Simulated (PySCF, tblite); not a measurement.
Isomers of C4H11ClSSi, one GFN2-xTB conformer each. Single-point energies are computed at PBE0/pcSseg-1 (PySCF, gas phase, no added dispersion term), electronic only.

Task: Rank them by PBE0/pcSseg-1 energy, lowest first (kJ/mol).
A. `[CH3:1][CH2:2][CH2:3][Si@H:4]([Cl:5])[S:6][CH3:7]` with C1–C2–C3–Si4 -178°, C2–C3–Si4–Cl5 -64°, C3–Si4–S6–C7 173°
B. `[CH3:1][CH2:2][S:3][Si@H:4]([Cl:5])[CH2:6][CH3:7]` with C1–C2–S3–Si4 -71°, C2–S3–Si4–Cl5 -38°, S3–Si4–C6–C7 -177°

Result: B (0.0), A (1.2).

Neighbours under 10 kJ/mol apart (CCS[Si@H](Cl)CC and CCC[Si@H](Cl)SC) can change places with a better method, another conformer or zero-point energy. GFN2-xTB itself gives, in the same order: 0.0, 4.8. Both levels put the same isomer lowest.

Task: Which frontier levels, dipoles and rotational constants go with these structures?

Result: 
```csv
SMILES,"HOMO (eV, PBE0/pcSseg-1)",LUMO (eV),dipole (D),"A, B, C (MHz)"
CCS[Si@H](Cl)CC,-6.96,0.08,0.62,"2215, 896.7, 717.7"
CCC[Si@H](Cl)SC,-6.98,0.27,1.02,"2303, 758.2, 602.0"
```

Task: What happens when harmonic zero-point energies from GFN2-xTB frequencies are added?

Result: 
```csv
SMILES,ZPE (kJ/mol),electronic (kJ/mol),with ZPE (kJ/mol)
CCS[Si@H](Cl)CC,373.4,0.0,0.0
CCC[Si@H](Cl)SC,372.5,1.2,0.3
```

The zero-point energies span 0.9 kJ/mol. The order is unchanged.

Task: As an exercise, what shares would exp(−E/RT) give at 298.15 K from these electronic energies alone (no entropy, no degeneracies)?

Result: RT = 2.479 kJ/mol: CCS[Si@H](Cl)CC 62.0 %, CCC[Si@H](Cl)SC 38.0 %.
